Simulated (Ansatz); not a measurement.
Si24H30, a nanocrystal cut from hexagonal silicon. The state is a triplet with charge 0. Geometry PBE-D4/def2-SVP, that of the neutral singlet.

Cartesian coordinates in Å:
```
Si 4.3759 0.5599 -0.1133
Si 4.6910 -1.2460 1.3892
Si 1.7996 2.6893 -2.0526
Si 0.7257 1.9361 -4.0072
Si 2.0905 0.8832 -0.5551
Si 1.2085 -1.0971 -1.4617
Si 2.6068 -2.1685 1.9787
Si 1.5088 -2.9095 0.0343
Si -1.3683 1.0294 -3.4284
Si -1.0719 -0.7727 -1.9270
Si -1.9466 -2.7481 -2.8519
Si -0.5791 -3.8367 0.5969
Si -1.6543 -4.5704 -1.3647
Si 0.4891 4.3608 -1.0377
Si 0.9762 1.2990 1.4714
Si 1.2753 -0.5055 2.9772
Si -1.6045 3.4490 -0.4662
Si -2.6854 2.6984 -2.4181
Si -1.3060 1.6423 1.0291
Si -2.1617 -0.3439 0.1102
Si -0.8153 -1.4044 3.5743
Si -1.8733 -2.1540 1.6112
Si -2.4152 2.0772 3.0549
Si -2.1274 0.2776 4.5702
H 5.0971 0.2796 -1.4088
H 4.9526 1.8234 0.4764
H 5.5513 -2.3021 0.7400
H 5.4023 -0.7580 2.6272
H 3.1582 3.2514 -2.4031
H 1.5705 0.8836 -4.6818
H 0.5409 3.0850 -4.9687
H 1.9320 -1.4108 -2.7506
H 2.7723 -3.3249 2.9367
H 2.3552 -3.9545 -0.6561
H -2.0611 0.5166 -4.6700
H -1.2496 -3.0370 -4.1586
H -3.4148 -2.5538 -3.1410
H -0.3800 -4.9754 1.5696
H -0.8250 -5.6406 -2.0308
H -2.9975 -5.1651 -1.0199
H 0.3050 5.5187 -1.9885
H 1.1808 4.8704 0.2026
H 1.5479 2.5495 2.0978
H 1.9688 0.0222 4.2123
H -2.4509 4.5029 0.2103
H -2.8784 3.8506 -3.3742
H -4.0425 2.1388 -2.0692
H -3.6390 -0.1658 -0.1520
H -0.6137 -2.5691 4.5153
H -3.2389 -2.7046 1.9529
H -1.8690 3.3475 3.6590
H -3.8843 2.2862 2.7817
H -1.4537 0.7742 5.8257
H -3.4746 -0.2846 4.9522
```

Single mean-field runs in def2-SVP are fitted with def2-universal-jkfit. At PBE-D4/def2-SVP an occupied level of the charge 0 triplet lies above an empty one (by up to 0.03 eV), so this SCF solution is probably not the lowest. At PBE-D4/def2-SVP the gap within one spin of the charge 0 triplet nearly closes, so an electron or hole may be smeared out by delocalisation error. At PBE0-D4/def2-SVP a singlet of charge 0 lies 4.36 eV below the triplet at the same geometry.

Task: Estimate the α-spin orbital energies around the gap (eV) in Ansatz with PBE-D4/def2-SVP, PBE0-D4/def2-SVP.

Result: 
```tsv
orbital	PBE-D4/def2-SVP	PBE0-D4/def2-SVP
HOMO−5	-6.46	-7.44
HOMO−4	-6.40	-7.39
HOMO−3	-6.26	-7.22
HOMO−2	-6.23	-7.22
HOMO−1	-6.08	-7.04
HOMO	-2.41	-2.69
LUMO	-2.24	-1.69
LUMO+1	-2.21	-1.57
LUMO+2	-2.16	-1.47
LUMO+3	-2.02	-1.37
LUMO+4	-1.98	-1.30
LUMO+5	-1.68	-0.98
β HOMO	-6.01	-6.94
β LUMO	-6.04	-6.03
```
